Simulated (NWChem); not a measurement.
System: GaH2S2Cl; SMILES [SH][Ga]([Cl])[SH]

Input file for NWChem:

```
start job
memory heap 200 mb stack 900 mb global 1100 mb
geometry units angstroms noautoz
  Ga     0.016994    -0.000120    -0.000089
  Cl    -2.123468     0.028292    -0.000020
  S      1.028367     1.946019    -0.020858
  H      2.269619     1.410822    -0.015173
  S      0.976318    -1.972442     0.020571
  H      2.231356    -1.470426     0.014678
end
basis spherical
  * library def2-tzvp
end
dft
  xc becke88 lyp
  iterations 150
  semidirect filesize 400000000
  mulliken
end
task dft energy
```

Parts of the log:

```
             Northwest Computational Chemistry Package (NWChem) 7.3.0
             --------------------------------------------------------

 C2V symmetry detected

                             Geometry "geometry" -> ""
                             -------------------------

 Output coordinates in angstroms (scale by  1.889725989 to convert to a.u.)

  No.       Tag          Charge          X              Y              Z
 ---- ---------------- ---------- -------------- -------------- --------------
    1 Ga                  31.0000     0.00000000     0.00000000     0.00475297
    2 Cl                  17.0000     0.00000000     0.00000000    -2.13589759
    3 S                   16.0000     1.95951282     0.00000000     0.99018843
    4 H                    1.0000     1.44082830     0.00000000     2.23844369
    5 S                   16.0000    -1.95951282     0.00000000     0.99018843
    6 H                    1.0000    -1.44082830     0.00000000     2.23844369

 Effective nuclear repulsion energy (a.u.)     515.8395253212

      Symmetry information
      --------------------

 Group name             C2v
 Group number             16
 Group order               4
 No. of unique centers     4

                                 NWChem DFT Module
                                 -----------------

 Summary of "ao basis" -> "ao basis" (spherical)
 ------------------------------------------------------------------------------
       Tag                 Description            Shells   Functions and Types
 ---------------- ------------------------------  ------  ---------------------
 Ga                        def2-tzvp                16       48   6s5p4d1f
 Cl                        def2-tzvp                13       37   5s5p2d1f
 S                         def2-tzvp                13       37   5s5p2d1f
 H                         def2-tzvp                 4        6   3s1p

      Symmetry analysis of basis
      --------------------------

        a1         67
        a2         21
        b1         50
        b2         33

            General Information
            -------------------
          SCF calculation type: DFT
          Wavefunction type:  closed shell.
          No. of atoms     :     6
          No. of electrons :    82
           Alpha electrons :    41
            Beta electrons :    41
          Charge           :     0
          Spin multiplicity:     1
          Use of symmetry is: on ; symmetry adaption is: on
          Maximum number of iterations: 150
          AO basis - number of functions:   171
                     number of shells:    63
          Convergence on energy requested:  1.00D-06
          Convergence on density requested:  1.00D-05
          Convergence on gradient requested:  5.00D-04

              XC Information
              --------------
                    Becke 1988 Exchange Functional  1.000
              Lee-Yang-Parr Correlation Functional  1.000

             Grid Information
             ----------------
          Grid used for XC integration:  medium
          Radial quadrature: Mura-Knowles
          Angular quadrature: Lebedev.
          Tag              B.-S. Rad. Rad. Pts. Rad. Cut. Ang. Pts.
          ---              ---------- --------- --------- ---------
          Ga                  1.30      112          10.0       590
          Cl                  1.00       88          12.0       590
          S                   1.00       88          11.0       590
          H                   0.35       45          12.0       434
          Grid pruning is: on
          Number of quadrature shells:   333
          Spatial weights used:  Erf1

      Superposition of Atomic Density Guess
      -------------------------------------

 Sum of atomic energies:       -3178.66099396

      Non-variational initial energy
      ------------------------------

 Total energy =   -3179.532179
 1-e energy   =   -5449.586585
 2-e energy   =    1754.214881
 HOMO         =      -0.327551
 LUMO         =      -0.013451

      Symmetry analysis of molecular orbitals - initial
      -------------------------------------------------

  Numbering of irreducible representations:

     1 a1          2 a2          3 b1          4 b2

  Orbital symmetries:

     1 a1          2 a1          3 a1          4 b1          5 a1
     6 b1          7 a1          8 b2          9 a1         10 a1
    11 b1         12 a1         13 b1         14 b2         15 a1
    16 b1         17 a1         18 b1         19 b2         20 a2
    21 a1         22 b1         23 a1         24 b2         25 a1
    26 a1         27 b1         28 a2         29 b2         30 a1
    31 a1         32 b1         33 a1         34 b1         35 a1
    36 b2         37 b1         38 a1         39 b1         40 b2
    41 a2         42 a1         43 b2         44 a1         45 b1
    46 a1         47 b1         48 a1         49 a1         50 b1
    51 b2

------------------------------------------------------------
EAF file 0: "./job.aoints.0" size=95420416 bytes
------------------------------------------------------------
               write      read    awrite     aread      wait
               -----      ----    ------     -----      ----
     calls:      182         0         0         0         0
   data(b): 9.54e+07  0.00e+00  0.00e+00  0.00e+00
   time(s): 0.00e+00  0.00e+00  0.00e+00  0.00e+00  0.00e+00
rate(mb/s): 0.00e+00  0.00e+00
------------------------------------------------------------

     ---------------------------------------------
      Total Density - Mulliken Population Analysis
     ---------------------------------------------

[...]
```

Level: BLYP/def2-TZVP. Geometry: optimised at PBE0/def2-SVP.
